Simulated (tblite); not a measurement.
C3H13PSi3.
Cartesian coordinates in Å at the GFN2-xTB level; atoms count from 1:
```
atom  x, y, z in Å
C1    -1.498   -0.915   -1.817
C2    -1.805   -0.384   -0.642
C3    -3.149   -0.572   -0.010
Si4   -0.576    0.680    0.318
P5     1.384    0.665   -0.740
Si6    2.558    2.022    0.567
Si7    2.195   -1.331   -0.192
H8    -0.527   -0.759   -2.263
H9    -2.194   -1.517   -2.384
H10   -3.639    0.393    0.107
H11   -3.041   -1.005    0.983
H12   -3.785   -1.219   -0.611
H13   -1.022    2.077    0.377
H14   -0.473    0.186    1.702
H15    2.454    1.682    1.989
H16    3.953    1.922    0.144
H17    2.035    3.368    0.347
H18    2.204   -1.566    1.255
H19    1.355   -2.335   -0.842
H20    3.565   -1.381   -0.699
```

Computed with GFN2-xTB (tblite): harmonic, unscaled wavenumbers at the GFN2-xTB geometry, gas phase. The method is semi-empirical: single wavenumbers can be off by several per cent or more. Modes of hydrogen on silicon can be 10 to 20 % off. One conformer, not necessarily the lowest.

Harmonic wavenumbers (cm⁻¹): 34.0, 48.8, 75.9, 80.6, 88.9, 104.3, 118.9, 133.4, 136.2, 260.2, 305.7, 383.5, 430.3, 464.5, 479.4, 487.0, 489.7, 531.6, 546.6, 571.0, 585.0, 638.0, 692.2, 696.1, 747.7, 754.6, 759.6, 767.5, 778.2, 787.8, 789.8, 914.4, 962.5, 1011.8, 1039.6, 1216.1, 1396.6, 1415.1, 1479.9, 1489.2, 1683.3, 2149.1, 2199.7, 2209.9, 2226.1, 2257.6, 2264.5, 2267.4, 2277.3, 3009.1, 3022.7, 3026.2, 3059.3, 3083.4.

A = 1820, B = 695.6, C = 571.2 MHz; mass 164.006 u (most abundant isotopes); point group C1, symmetry number 1.

Q: What is the zero-point energy?

A: ½Σν̃ = 29714 cm⁻¹ = 84.96 kcal/mol.

Q: What is S at 298.15 K and 1 bar for an ideal gas of classical rigid rotors and harmonic oscillators?

A: Translation 41.22, rotation 30.48, vibration 47.30: S = 119.0 cal/(mol K).

Q: And Cp and H(298.15 K) − H(0)?

A: Cp = 51.28 cal/(mol K), of which vibrations give 43.34 (their classical limit is 54 R = 107.3); H(298.15 K) − H(0) = 9.37 kcal/mol without the zero-point energy, 7.00 from vibrations.

Q: Which modes carry the vibrational entropy at 298.15 K?

A: 34.0 cm⁻¹: 5.58; 48.8 cm⁻¹: 4.87; 75.9 cm⁻¹: 3.99; 80.6 cm⁻¹: 3.88; 88.9 cm⁻¹: 3.68; 104.3 cm⁻¹: 3.37 cal/(mol K); the other 48 give 21.93 together.

Q: How do the functions run with temperature in this model?

A: 
```json
{"T (K)": "150", "S (cal/(mol K))": "91.0", "Cp (cal/(mol K))": "31.9", "H − H(0) (kcal/mol)": "3.16", "G − H(0) (kcal/mol)": "-10.48", "ln q(vib)": "5.83"}
{"T (K)": "250", "S (cal/(mol K))": "110.5", "Cp (cal/(mol K))": "45.5", "H − H(0) (kcal/mol)": "7.04", "G − H(0) (kcal/mol)": "-20.58", "ln q(vib)": "10.05"}
{"T (K)": "400", "S (cal/(mol K))": "135.5", "Cp (cal/(mol K))": "61.3", "H − H(0) (kcal/mol)": "15.13", "G − H(0) (kcal/mol)": "-39.08", "ln q(vib)": "15.91"}
{"T (K)": "600", "S (cal/(mol K))": "163.2", "Cp (cal/(mol K))": "75.1", "H − H(0) (kcal/mol)": "28.85", "G − H(0) (kcal/mol)": "-69.05", "ln q(vib)": "23.03"}
{"T (K)": "900", "S (cal/(mol K))": "196.3", "Cp (cal/(mol K))": "88.4", "H − H(0) (kcal/mol)": "53.54", "G − H(0) (kcal/mol)": "-123.17", "ln q(vib)": "32.37"}
```

q(vib) and H(0) count from the zero-point level.

Hindered rotation and anharmonicity are outside this model. Other conformers, if any are populated, would add a mixing term that is left out. The structure is chiral; the term R ln 2 for an equal mix with its mirror image is left out.

Hardware: one thread, Arm Neoverse V1 (aarch64), shared host with 32 logical CPUs at a one-minute load of 15. Cost: 1.1 s of wall time. This covers the Hessian and the dipole derivatives.
